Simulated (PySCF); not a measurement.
Computed shifts of a molecule C2H8FNSi2, PBE/pcSseg-1 run with PySCF, GIAO, gas phase, atoms alike by connectivity averaged where their shifts nearly agree, in ppm (number of nuclei): ¹³C: 146.5 (1), 137.3 (1). ²⁹Si: -6.0 (1), -72.6 (1). ¹⁵N: 52.1 (1). ¹⁹F: -164.4 (1). ¹H: 6.60 (2), 6.55 (1), 5.66 (1), 4.45 (1), 4.21 (1), 2.11 (1), 1.70 (1). References: ¹³C against TMS (σ = 182.0 ppm); ²⁹Si against TMS (σ = 335.4 ppm); ¹⁵N against NH3 (σ = 267.0 ppm); ¹⁹F against CFCl3 (σ = 133.6 ppm); ¹H against TMS (σ = 31.49 ppm), references at their B3LYP-D3(BJ)/def2-TZVP geometries, non-relativistic. Coordinates come from a B3LYP-D3(BJ)/def2-SVP optimisation. The values are those of a single conformer.

**Question.** Pick the molecule that these values belong to.
A. C=C[Si@H](F)[SiH2]N
B. C[Si@H](F)/N=C\[SiH3]
C. C=C[SiH2][Si@H](N)F
D. F[Si@@H]1CN[SiH2]C1

**Answer.** C, C=C[SiH2][Si@H](N)F
